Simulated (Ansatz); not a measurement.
Start from `C[O][GeH]([OH])[Cl]` and change one atom or group to get `C[O][GeH]([NH2])[Cl]`.

Ansatz, PBE0-D4/def2-TZVP geometries, multiplicity 1. Each molecule was computed in one conformer, which needn't be the lowest.

Scalar relativity is left out up to krypton.

```csv
property,`C[O][GeH]([OH])[Cl]`
HOMO–LUMO gap (PBE/def2-TZVPP) / eV,5.76
LUMO energy (ωB97M-V/def2-TZVPP) / eV,1.89
LUMO energy (PBE/def2-TZVPP) / eV,-1.05
HOMO energy (B3LYP/def2-TZVPP) / eV,-8.19
size of the dipole moment (B3LYP/def2-TZVPP) / D,1.44
HOMO–LUMO gap (ωB97M-V/def2-TZVPP) / eV,12.72
```

(1) Give the same properties after the change, and the shifts. (Estimate.)

Answers

(1) Ansatz gave: 
```tsv
property	`C[O][GeH]([NH2])[Cl]`	shift
HOMO–LUMO gap (PBE/def2-TZVPP) / eV	5.74	-0.02
LUMO energy (ωB97M-V/def2-TZVPP) / eV	2.02	0.13
LUMO energy (PBE/def2-TZVPP) / eV	-0.74	0.31
HOMO energy (B3LYP/def2-TZVPP) / eV	-7.73	0.46
size of the dipole moment (B3LYP/def2-TZVPP) / D	2.60	1.16
HOMO–LUMO gap (ωB97M-V/def2-TZVPP) / eV	12.37	-0.35
```

With PBE0 the HOMO rises by 0.44 eV and the LUMO rises by 0.30 eV, so the gap narrows by about 0.14 eV. PBE moves the HOMO by 0.34 eV and ωB97M-V by 0.48 eV. Dipoles are sizes alone; their direction can turn.

B3LYP here is the variant with VWN-RPA as its local correlation; programs differ in this.
